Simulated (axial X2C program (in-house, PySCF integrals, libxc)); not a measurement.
Outer orbitals of BrCl⁺ at 2.050 Å, PBE50

Calculated with an axial X2C code built on PySCF integrals. Spin-free means the one-electron spin-free X2C Hamiltonian; two-component (2c) means X2C with spin–orbit coupling and atomic mean-field two-electron Coulomb and Gaunt terms, so the difference of the two also holds small scalar two-electron terms. Basis: Br dyall-cv3z [8s9p6d4f1g], Cl dyall-av3z [9s8p3d2f] (cores contracted in-house); Gaussian nuclei, density fitting, unrestricted open shells. Masses: Br 78.918 u, Cl 34.969 u.

The distance is close to the 2c PBE0 minimum; the highest filled and lowest empty levels are listed.

Spin-free orbitals, state M_S = 1/2, Λ = 1 (beyond evenly filled blocks: π+α, π+β, π-α) (Löwdin shares):

```tsv
symmetry	occupied	ε (eV)	atomic character
σα	yes	-32.07	42% Br s, 40% Cl s, 7% Cl p
σβ	yes	-30.87	44% Br s, 37% Cl s, 8% Cl p
σα	yes	-22.15	47% Cl p, 41% Br p, 5% Cl s
σβ	yes	-21.83	47% Cl p, 40% Br p, 6% Cl s
π-α	yes	-20.98	54% Cl p, 42% Br p, 2% Cl d
π+α	yes	-20.98	54% Cl p, 42% Br p, 2% Cl d
π+β	yes	-20.39	58% Cl p, 38% Br p, 2% Cl d
π-β	yes	-19.18	62% Cl p, 33% Br p, 3% Cl d
π+α	yes	-17.90	51% Br p, 43% Cl p, 3% Cl d
π-α	yes	-17.90	51% Br p, 43% Cl p, 3% Cl d
π+β	yes	-17.08	54% Br p, 39% Cl p, 3% Cl d
π-β	no	-12.57	58% Br p, 35% Cl p, 4% Cl d
σα	no	-9.38	38% Br p, 33% Cl p, 11% Br d
σβ	no	-9.07	38% Br p, 32% Cl p, 11% Br d
σα	no	-3.83	66% Cl s, 12% Cl p, 9% Cl d
```

Spinors with spin–orbit coupling (state Ω = 3/2):

```json
{"ω": "1/2", "occupied": "yes", "ε (eV)": "-32.05", "atomic character": "41% Br s, 41% Cl s, 7% Cl p", "λ mixture": "100% σ"}
{"ω": "-1/2", "occupied": "yes", "ε (eV)": "-30.86", "atomic character": "44% Br s, 37% Cl s, 8% Cl p", "λ mixture": "100% σ"}
{"ω": "1/2", "occupied": "yes", "ε (eV)": "-22.14", "atomic character": "46% Cl p, 41% Br p, 5% Cl s", "λ mixture": "99% σ, 1% π"}
{"ω": "-1/2", "occupied": "yes", "ε (eV)": "-21.83", "atomic character": "46% Cl p, 41% Br p, 6% Cl s", "λ mixture": "98% σ, 2% π"}
{"ω": "-1/2", "occupied": "yes", "ε (eV)": "-21.04", "atomic character": "51% Cl p, 45% Br p, 2% Cl d", "λ mixture": "98% π, 2% σ"}
{"ω": "3/2", "occupied": "yes", "ε (eV)": "-20.85", "atomic character": "55% Cl p, 41% Br p, 2% Cl d", "λ mixture": "100% π"}
{"ω": "1/2", "occupied": "yes", "ε (eV)": "-20.46", "atomic character": "55% Cl p, 40% Br p, 2% Cl d", "λ mixture": "99% π, 1% σ"}
{"ω": "-3/2", "occupied": "yes", "ε (eV)": "-19.09", "atomic character": "64% Cl p, 31% Br p, 3% Cl d", "λ mixture": "100% π"}
{"ω": "-1/2", "occupied": "yes", "ε (eV)": "-18.00", "atomic character": "48% Cl p, 47% Br p, 3% Cl d", "λ mixture": "100% π"}
{"ω": "3/2", "occupied": "yes", "ε (eV)": "-17.75", "atomic character": "51% Br p, 43% Cl p, 3% Cl d", "λ mixture": "100% π"}
{"ω": "1/2", "occupied": "yes", "ε (eV)": "-17.20", "atomic character": "51% Br p, 43% Cl p, 3% Cl d", "λ mixture": "100% π"}
{"ω": "-3/2", "occupied": "no", "ε (eV)": "-12.43", "atomic character": "59% Br p, 33% Cl p, 4% Cl d", "λ mixture": "100% π"}
{"ω": "1/2", "occupied": "no", "ε (eV)": "-9.36", "atomic character": "38% Br p, 33% Cl p, 12% Br d", "λ mixture": "100% σ"}
{"ω": "-1/2", "occupied": "no", "ε (eV)": "-9.04", "atomic character": "38% Br p, 32% Cl p, 12% Br d", "λ mixture": "100% σ"}
{"ω": "1/2", "occupied": "no", "ε (eV)": "-3.82", "atomic character": "66% Cl s, 12% Cl p, 8% Cl d", "λ mixture": "100% σ"}
```

Q: How does the gap between the highest filled and lowest empty level change from the spin-free to the 2c table?

A: From 4.51 to 4.77 eV at PBE50, a change of 0.26 eV.

Mulliken charges and populations of the two-component result (they depend on the basis, above all on diffuse functions):

Br 0.71 e (s 7.97 p 16.22 d 10.09 f 0.01), Cl 0.29 e (s 5.96 p 10.65 d 0.09 f 0.01). ⟨Lz⟩ = 1.00 ħ and ⟨Sz⟩ = 0.50 ħ (0.34 and 0.16 on the two atoms), which add up to Ω.

One determinant describes the state; a PBE0 search over occupations chose it and may have missed a lower one. Density functionals use the spin component along the axis (collinear). The functionals have no current-density term, which raises determinants with orbital currents, atoms included.
